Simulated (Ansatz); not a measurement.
C₄H₇AlO₃ (`[CH3][Al-]1([OH])[O]C=CC=[O+]1`), relaxed with RKS PBE-D4/def2-SVP in Ansatz from a rough embedded geometry. The force threshold is 0.03 eV/Å; the program also tests the step.

Total charge 0; spin multiplicity 1.

Start:

```xyz
15

C    -1.815    1.118   -0.969
Al   -0.826    0.190    0.399
O    -1.777    0.100    1.967
O     0.893    1.000    0.639
C     2.007    0.270    0.364
C     2.045   -0.975   -0.067
C     0.889   -1.847   -0.313
O    -0.307   -1.479   -0.181
H    -1.273    1.224   -1.911
H    -2.814    0.614   -1.172
H    -2.104    2.185   -0.642
H    -1.853    1.074    2.257
H     2.890    0.815    0.499
H     2.992   -1.413   -0.224
H     1.053   -2.876   -0.645
```

(1) By how much does the energy fall, and how many steps does the optimiser take? (An estimate is asked.)

(2) Which bonds change most? (Best estimate.)

(3) Give the relaxed structure. (Estimate.)

Results:

(1) Computed: 20.77 kcal/mol, in 10 steps, 1 of them rejected.

(2) Ansatz gave: Al2–O3 from 1.836 to 1.730 Å; C5–C6 from 1.319 to 1.406 Å; O4–C5 from 1.359 to 1.281 Å; C5–H13 from 1.046 to 1.113 Å.

(3) Computed: 
```xyz
15

C    -1.909    1.235   -1.019
Al   -0.835    0.344    0.349
O    -1.284    0.160    2.010
O     0.923    1.012    0.386
C     1.993    0.312    0.300
C     2.053   -1.064    0.019
C     0.892   -1.819   -0.228
O    -0.309   -1.374   -0.205
H    -1.378    1.269   -1.994
H    -2.873    0.712   -1.191
H    -2.151    2.283   -0.743
H    -2.104    0.519    2.377
H     2.947    0.866    0.452
H     3.032   -1.557   -0.033
H     1.004   -2.898   -0.480
```
